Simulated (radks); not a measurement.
Ionisation of the holmium ion Ho2+, [Xe] 4f11, to [Xe] 4f10 as the strength of local exchange is varied. Calculated with a radial shooting solver on a logarithmic mesh with Libxc functionals: Dirac Kohn-Sham, Slater X-alpha exchange (alpha = 2/3 is LDA exchange), no correlation, spin-unpolarised, spherical densities, point nucleus; open shells fill j = l - 1/2 first.

alpha  E(Ho2+) (hartree)  exchange (hartree)  IE (eV)  -e of the level emptied (eV)  <r> of it (bohr)
0.667        -12613.1650           -256.6831   23.964                15.448 (4f7/2)            0.8570
0.695        -12623.9453           -267.7084   24.726                16.103 (4f7/2)            0.8504
0.819        -12671.8076           -316.7717   28.252                19.180 (4f7/2)            0.8238
0.96         -12726.4699           -373.0284   32.546                23.006 (4f7/2)            0.7977
1.022        -12750.5857           -397.9220   34.525                24.791 (4f7/2)            0.7873
1.03         -12753.7009           -401.1411   34.784                25.026 (4f7/2)            0.7860

NIST Atomic Spectra Database: 22.79 eV (semi-empirical). The central value is not met in this range of alpha. Spin polarisation and multiplet splitting are left out, so open shells lie too high by an amount that depends on their filling.

Beside tabulated values, note that spin-unpolarised runs miss the spin-polarisation part of the exchange energy of open shells.
